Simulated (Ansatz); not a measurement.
BrGaH$_{3}$NO (`[NH2][Ga]([OH])[Br]`). The species carries charge 0 and has multiplicity 1.

| atom | x (Å) | y (Å) | z (Å) |
| --- | --- | --- | --- |
| N1 | -0.7242 | 1.0546 | -0.0249 |
| Ga2 | -0.0146 | -0.6047 | 0.0229 |
| O3 | 1.7159 | -0.9471 | 0.2302 |
| Br4 | -1.3796 | -2.4152 | -0.0858 |
| H5 | -0.1700 | 1.8805 | -0.1745 |
| H6 | -1.6879 | 1.1929 | -0.2779 |
| H7 | 2.2605 | -0.1610 | 0.3100 |

List the harmonic frequencies (cm⁻¹, unscaled) at PBE0-D4/def2-TZVP in Ansatz. (Estimate.)

Ansatz gave: 125, 157, 171, 215, 273, 309, 351, 688, 738, 755, 854, 1558, 3615, 3722, 3900.

Is this a minimum?

Yes, all 15 modes are real.

Give the ideal-gas thermochemistry at 298.15 K and 1 bar (rigid rotor, harmonic oscillator; point group C1, symmetry number 1).

Zero-point energy 104.3 kJ/mol; H(298) − E = 124.8 kJ/mol; entropy 353.0 J/(mol·K), of which translation 173.8, rotation 115.8, vibration 63.4; G(298) − E = 19.6 kJ/mol.

And at 400, 500, 600, 800 and 1000 K?


```json
{"T (K)": "400", "H − E (kJ/mol)": "135.3", "S (J/mol/K)": "383.2", "G − E (kJ/mol)": "-17.9"}
{"T (K)": "500", "H − E (kJ/mol)": "146.4", "S (J/mol/K)": "407.9", "G − E (kJ/mol)": "-57.5"}
{"T (K)": "600", "H − E (kJ/mol)": "158.0", "S (J/mol/K)": "429.1", "G − E (kJ/mol)": "-99.4"}
{"T (K)": "800", "H − E (kJ/mol)": "182.4", "S (J/mol/K)": "464.1", "G − E (kJ/mol)": "-188.9"}
{"T (K)": "1000", "H − E (kJ/mol)": "207.9", "S (J/mol/K)": "492.5", "G − E (kJ/mol)": "-284.6"}
```

Rotational constants (cm⁻¹)?

0.1951, 0.05397, 0.04229.
